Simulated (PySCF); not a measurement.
These compounds are isomers of formula C₅H₇F₃O.

A. `C[C@@H]1OC[C@H]1C(F)(F)F`
B. `COCCC(F)=C(F)F`
C. SMILES C[C@@H]1[C@H](F)[C@@H]1OC(F)F

Spectrum 1. 1H NMR (400 MHz, computed): δ 6.40 (m, 1H), 4.52 (m, 1H), 3.41 (m, 1H), 1.42 (d, 3H), 0.88 (m, 1H). 13C{1H} NMR (computed): δ 126.1 (CH), 73.5 (CH), 54.5 (CH), 18.2 (CH), 6.5 (CH3).

Spectrum 2. 1H NMR (400 MHz, computed): δ 3.56 (s, 3H), 3.53 (t, 2H), 2.53 (m, 2H). 13C{1H} NMR (computed): δ 167.9 (C), 136.3 (C), 71.5 (CH2), 61.5 (CH3), 33.2 (CH2).

Spectrum 3. 1H NMR (400 MHz, computed): δ 5.04 (m, 1H), 4.87 (m, 1H), 4.68 (m, 1H), 2.97 (m, 1H), 1.46 (d, 3H). 13C{1H} NMR (computed): δ 135.4 (C), 79.7 (CH), 67.4 (CH2), 48.4 (CH), 25.7 (CH3).

- NMR shieldings at PBE0/pcSseg-1/GIAO
- structure optimised with GFN2-xTB
- program: PySCF 2.14
- gas phase, one conformer, relativity neglected, equivalent nuclei averaged

References, each an isolated molecule treated in the same way: 1H (31.72 ppm) and 13C (186.93 ppm) vs TMS. Splittings of carbon signals by F and P are missing where no couplings were computed. Where no couplings were computed, multiplicities follow the n + 1 count of equivalent neighbours, and m marks all less simple cases (inequivalent or close neighbours, rings, F or P nearby). Shifts are as computed. Against solution values, carbons near 30 ppm lie about +3 ppm off and those near 130 ppm about +5 ppm (rms about the fit 2.1 ppm; single classes can miss by 10 ppm). Of 1328 compounds with measured shifts, 309 miss one by over three times the rms of a fit or turn the order of signals round; such compounds aren't used in these exercises. Signals without a measured value on file couldn't be tested in this way; 1H shifts scatter by 0.2 ppm about their fit, and single ones miss by 0.5 ppm.

Which spectrum belongs to which compound?

Results:

1–C, 2–B, 3–A.

- Spectrum 1 (C): 5 13C signals; δC 126.1 is an sp3 CH bonded to 2 F and O; δC 73.5 is a three-membered-ring carbon.
- Spectrum 2 (B): 5 13C signals; δC 136.3 is a fully substituted alkene carbon; δC 71.5 is an sp3 CH2 bonded to O.
- Spectrum 3 (A): 5 13C signals; δC 135.4 is a CF3 carbon; δC 79.7 is an sp3 CH bonded to O.
